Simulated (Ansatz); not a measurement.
Isolated molecules relaxed with PBE0-D4/def2-TZVP in Ansatz; ΔE leaves out vibrations. CBS: MP2 limit from def2 TZ/QZ plus the TZ coupled-cluster correction, frozen cores. This one scheme is used for every species. One conformer a species, not always the lowest.

Consider the ligand exchange at the Si–N bond: `CO[SiH2]N[SiH2]F` + `[SiH3]P` → `F[SiH2]P[SiH3]` + `CO[SiH2]N`.

`CO[SiH2]N[SiH2]F`:

Z-matrix (Å, degrees):
```
C
O 1 1.408
H 1 1.096 2 111.3
H 1 1.097 2 111.8 3 121.5
H 1 1.091 2 108.3 3 -119.1
Si 2 1.640 1 123.0 3 -73.4
N 6 1.716 2 109.1 1 -168.5
H 6 1.489 2 107.8 1 -47.5
H 6 1.486 2 111.5 1 73.8
Si 7 1.708 6 127.7 2 -108.2
H 7 1.011 6 116.1 2 71.5
F 10 1.601 7 112.1 6 -96.0
H 10 1.478 7 108.7 6 21.9
H 10 1.480 7 109.8 6 146.7
```

`[SiH3]P`:

Z-matrix (Å, degrees):
```
Si
P 1 2.255
H 1 1.487 2 113.9
H 1 1.486 2 108.0 3 -121.2
H 1 1.486 2 108.0 3 121.2
H 2 1.421 1 93.8 3 -46.7
H 2 1.421 1 93.8 3 47.0
```

`F[SiH2]P[SiH3]`:

Cartesian coordinates in Å:
```
F -2.509 -0.711 0.439
Si -1.516 -0.128 -0.674
P -0.157 1.344 0.328
Si 1.462 -0.136 0.844
H -0.823 -1.292 -1.283
H -2.323 0.579 -1.700
H 0.421 1.727 -0.915
H 1.905 -0.944 -0.322
H 0.915 -1.042 1.887
H 2.627 0.602 1.397
```

`CO[SiH2]N`:

```xyz
11

C    -1.237    1.013   -0.662
O     0.113    1.125   -0.285
Si    0.857    0.030    0.691
N     0.960   -1.568    0.103
H    -1.407    0.129   -1.287
H    -1.897    0.952    0.212
H    -1.510    1.900   -1.237
H     0.099   -0.077    1.968
H     2.215    0.593    0.855
H     0.272   -2.266    0.322
H     1.534   -1.831   -0.680
```

```csv
species,CCSD(T)/CBS(def2) energy (Eh)
`CO[SiH2]N[SiH2]F`,-850.85257
`[SiH3]P`,-633.00997
`F[SiH2]P[SiH3]`,-1022.56126
`CO[SiH2]N`,-461.28168
```

Task: Work out ΔE.

Result: ΔE = (-1022.56126) + (-461.28168) − (-850.85257) − (-633.00997) = 0.01960 Eh = +0.53 eV.

Largest T1 diagnostic among the species: 0.013.

In def2-TZVPP, CCSD(T) changes the Hartree–Fock value by −0.14 eV (the triples alone add −0.03 eV) and MP2 by −0.15 eV. From PBE to PBE0 (25 % exact exchange), in def2-TZVPP and without D4, ΔE moves by +0.05 eV.
